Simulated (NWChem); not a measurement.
System: CH5NSi2; SMILES C1=N[SiH2][SiH2]1

NWChem printed, in part:

```
             Northwest Computational Chemistry Package (NWChem) 7.3.0
             --------------------------------------------------------

 CS  symmetry detected

                             Geometry "geometry" -> ""
                             -------------------------

 Output coordinates in angstroms (scale by  1.889725989 to convert to a.u.)

  No.       Tag          Charge          X              Y              Z
 ---- ---------------- ---------- -------------- -------------- --------------
    1 C                    6.0000     1.31921457    -0.37922556     0.00000000
    2 N                    7.0000     1.15242055     0.89628773     0.00000000
    3 Si                  14.0000    -0.64609013     1.07255257     0.00000000
    4 Si                  14.0000    -0.39742973    -1.25859796     0.00000000
    5 H                    1.0000     2.34474864    -0.80026974     0.00000000
    6 H                    1.0000    -1.14907657     1.78316164     1.21342600
    7 H                    1.0000    -1.14907657     1.78316164    -1.21342600
    8 H                    1.0000    -0.70977431    -2.08003944     1.21241100
    9 H                    1.0000    -0.70977431    -2.08003944    -1.21241100

 Effective nuclear repulsion energy (a.u.)     199.1785793602

      Symmetry information
      --------------------

 Group name             Cs
 Group number              2
 Group order               2
 No. of unique centers     7

                                 NWChem DFT Module
                                 -----------------

 Summary of "ao basis" -> "ao basis" (spherical)
 ------------------------------------------------------------------------------
       Tag                 Description            Shells   Functions and Types
 ---------------- ------------------------------  ------  ---------------------
 C                          def2-svp                 6       14   3s2p1d
 N                          def2-svp                 6       14   3s2p1d
 Si                         def2-svp                 8       18   4s3p1d
 H                          def2-svp                 3        5   2s1p

      Symmetry analysis of basis
      --------------------------

        a'         60
        a"         29

            General Information
            -------------------
          SCF calculation type: DFT
          Wavefunction type:  closed shell.
          No. of atoms     :     9
          No. of electrons :    46
           Alpha electrons :    23
            Beta electrons :    23
          Charge           :     0
          Spin multiplicity:     1
          Use of symmetry is: on ; symmetry adaption is: on
          Maximum number of iterations: 150
          AO basis - number of functions:    89
                     number of shells:    43
          Convergence on energy requested:  1.00D-06
          Convergence on density requested:  1.00D-05
          Convergence on gradient requested:  5.00D-04

              XC Information
              --------------
                         B3LYP Method XC Potential
                     Hartree-Fock (Exact) Exchange  0.200
                        Slater Exchange Functional  0.800 local
                    Becke 1988 Exchange Functional  0.720 non-local
              Lee-Yang-Parr Correlation Functional  0.810
                  VWN I RPA Correlation Functional  0.190 local

             Grid Information
             ----------------
          Grid used for XC integration:  medium
          Radial quadrature: Mura-Knowles
          Angular quadrature: Lebedev.
          Tag              B.-S. Rad. Rad. Pts. Rad. Cut. Ang. Pts.
          ---              ---------- --------- --------- ---------
          C                   0.70       49          10.0       434
          N                   0.65       49          10.0       434
          Si                  1.10       88          10.0       590
          H                   0.35       45          12.0       434
          Grid pruning is: on
          Number of quadrature shells:   409
          Spatial weights used:  Erf1

      Superposition of Atomic Density Guess
      -------------------------------------

 Sum of atomic energies:        -671.84247584

      Non-variational initial energy
      ------------------------------

 Total energy =    -673.586244
 1-e energy   =   -1323.924185
 2-e energy   =     451.159361
 HOMO         =      -0.261703
 LUMO         =      -0.047292

      Symmetry analysis of molecular orbitals - initial
      -------------------------------------------------

  Numbering of irreducible representations:

     1 a'          2 a"

  Orbital symmetries:

     1 a'          2 a'          3 a'          4 a'          5 a'
     6 a'          7 a'          8 a'          9 a"         10 a"
    11 a'         12 a'         13 a'         14 a'         15 a'
    16 a'         17 a'         18 a"         19 a'         20 a"
    21 a"         22 a'         23 a'         24 a"         25 a'
    26 a'         27 a"         28 a'         29 a'         30 a'
    31 a'         32 a'         33 a"

     ---------------------------------------------
      Total Density - Mulliken Population Analysis
     ---------------------------------------------

    Atom       Charge   Shell Charges
 -----------   ------   -------------------------------------------------------
    1 C    6     5.89   1.99  0.98  0.34  1.71  0.82  0.05
    2 N    7     7.74   1.99  1.10  0.61  2.44  1.58  0.02
    3 Si  14    13.50   2.00  1.99  1.02  0.28  5.94  1.07  1.03  0.17
    4 Si  14    13.69   2.00  1.99  1.04  0.29  5.94  1.13  1.18  0.12
    5 H    1     0.93   0.69  0.22  0.02
    6 H    1     1.08   0.70  0.37  0.01
    7 H    1     1.08   0.70  0.37  0.01
    8 H    1     1.05   0.68  0.36  0.01
    9 H    1     1.05   0.68  0.36  0.01

   convergence    iter        energy       DeltaE   RMS-Dens  Diis-err
 ---------------- ----- ----------------- --------- --------- ---------
 d= 0,ls=0.0,diis     1   -674.5232788716 -8.74D+02  1.43D-02  4.65D-01
 d= 0,ls=0.0,diis     2   -674.4307729782  9.25D-02  9.85D-03  1.27D+00
 d= 0,ls=0.0,diis     3   -674.5813841381 -1.51D-01  1.91D-03  5.10D-02
 d= 0,ls=0.0,diis     4   -674.5871554732 -5.77D-03  6.64D-04  2.08D-03
 d= 0,ls=0.0,diis     5   -674.5874797183 -3.24D-04  1.44D-04  9.25D-05
  Resetting Diis
 d= 0,ls=0.0,diis     6   -674.5874969971 -1.73D-05  3.88D-05  4.14D-06
 d= 0,ls=0.0,diis     7   -674.5874977401 -7.43D-07  1.70D-05  6.50D-07
 d= 0,ls=0.0,diis     8   -674.5874976433  9.68D-08  9.59D-06  1.37D-06

         Total DFT energy =     -674.587497643258
      One electron energy =    -1326.724890763079
           Coulomb energy =      508.979589263939
    Exchange-Corr. energy =      -56.020775504290
 Nuclear repulsion energy =      199.178579360172

 Numeric. integr. density =       46.000021859457

                  Occupations of the irreducible representations
                  ----------------------------------------------

                     irrep           alpha         beta
                     --------     --------     --------
                     a'               18.0         18.0
                     a"                5.0          5.0

                       DFT Final Molecular Orbital Analysis
                       ------------------------------------

 Vector   21  Occ=2.000000D+00  E=-3.237880D-01  Symmetry=a"
              MO Center=  2.9D-01,  4.9D-01, -2.2D-15, r^2= 3.9D+00
   Bfn.  Coefficient  Atom+Function         Bfn.  Coefficient  Atom+Function
  ----- ------------  ---------------      ----- ------------  ---------------
    20      0.343317  2 N  pz                 6     -0.312012  1 C  pz
    23     -0.229867  2 N  pz                 9     -0.217390  1 C  pz
    70      0.200422  6 H  s                 75     -0.200422  7 H  s
    71      0.152816  6 H  s                 76     -0.152816  7 H  s
    38      0.140512  3 Si pz                80      0.116303  8 H  s

 Vector   22  Occ=2.000000D+00  E=-2.842260D-01  Symmetry=a'
              MO Center= -4.3D-01, -8.0D-02,  2.9D-15, r^2= 3.3D+00
   Bfn.  Coefficient  Atom+Function         Bfn.  Coefficient  Atom+Function
  ----- ------------  ---------------      ----- ------------  ---------------
    37      0.284212  3 Si py                40      0.241762  3 Si py
    55     -0.215189  4 Si py                 4     -0.208339  1 C  px
    54      0.198425  4 Si px                58     -0.192909  4 Si py
    57      0.180729  4 Si px                 3      0.169379  1 C  s
    31     -0.156643  3 Si s                 34     -0.151012  3 Si py

 Vector   23  Occ=2.000000D+00  E=-2.372576D-01  Symmetry=a'
              MO Center=  9.5D-01,  3.1D-01, -7.7D-16, r^2= 2.8D+00
   Bfn.  Coefficient  Atom+Function         Bfn.  Coefficient  Atom+Function
  ----- ------------  ---------------      ----- ------------  ---------------
    18      0.415134  2 N  px                21     -0.306198  2 N  px
    19      0.251847  2 N  py                49     -0.208897  4 Si s
    22     -0.206757  2 N  py                65      0.185713  5 H  s
    31      0.172848  3 Si s                 17     -0.165391  2 N  s
    36      0.164831  3 Si px                66      0.156144  5 H  s

 Vector   24  Occ=0.000000D+00  E=-4.576667D-02  Symmetry=a"
              MO Center=  9.7D-01, -3.6D-02, -1.9D-15, r^2= 2.6D+00
   Bfn.  Coefficient  Atom+Function         Bfn.  Coefficient  Atom+Function
  ----- ------------  ---------------      ----- ------------  ---------------
     9      0.459357  1 C  pz                23     -0.446580  2 N  pz
    59      0.419383  4 Si pz                 6      0.411266  1 C  pz
    20      0.411024  2 N  pz                81     -0.317274  8 H  s
    86      0.317274  9 H  s                 41     -0.257334  3 Si pz
    71      0.176111  6 H  s                 76     -0.176111  7 H  s

[...]
```

Level: B3LYP/def2-SVP. The geometry was optimised at PBE0/def2-SVP. B3LYP is NWChem's, with the RPA form of VWN correlation.

Question: Which NWChem input produces such a log?

Answer: This is not unique; one that fits is the input that was run:
```
start job
memory heap 200 mb stack 900 mb global 1100 mb
geometry units angstroms noautoz
  C      1.350857    -0.395166     0.000000
  N      1.203399     0.882727     0.000000
  Si    -0.592236     1.086209     0.000000
  Si    -0.378908    -1.248440     0.000000
  H      2.369897    -0.831693     0.000000
  H     -1.084403     1.804354     1.213426
  H     -1.084403     1.804354    -1.213426
  H     -0.703657    -2.065057     1.212411
  H     -0.703657    -2.065057    -1.212411
end
basis spherical
  C library def2-svp
  N library def2-svp
  Si library def2-svp
  H library def2-svp
end
dft
  xc b3lyp
  iterations 150
  mulliken
end
task dft energy
```
